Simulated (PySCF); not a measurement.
Computed shifts of a molecule CH10O2Si3, B3LYP/pcSseg-1 (PySCF), GIAO, gas phase, atoms alike by connectivity averaged where their shifts nearly agree, in ppm (number of nuclei): ¹³C: 65.7 (1). ²⁹Si: 7.0 (1), -101.2 (1), -115.1 (1). ¹H: 5.58 (1), 4.15 (1), 3.86 (3), 3.50 (1), 3.49 (1), 3.33 (1), 1.04 (1), 0.70 (1). References: ¹⁷O against H2O (σ = 333.8 ppm); ¹³C against TMS (σ = 181.3 ppm); ²⁹Si against TMS (σ = 338.7 ppm); ¹H against TMS (σ = 31.68 ppm), references at their B3LYP-D3(BJ)/def2-TZVP geometries, non-relativistic. Geometry: B3LYP-D3(BJ)/def2-SVP. The values are those of a single conformer.

Which molecule gave these data?
A) O[SiH2]O[SiH2]C[SiH3]
B) OC[Si@H](O)[SiH2][SiH3]
C) C[SiH2][SiH2][SiH](O)O
D) CO[Si](O)([SiH3])[SiH3]

B, OC[Si@H](O)[SiH2][SiH3]
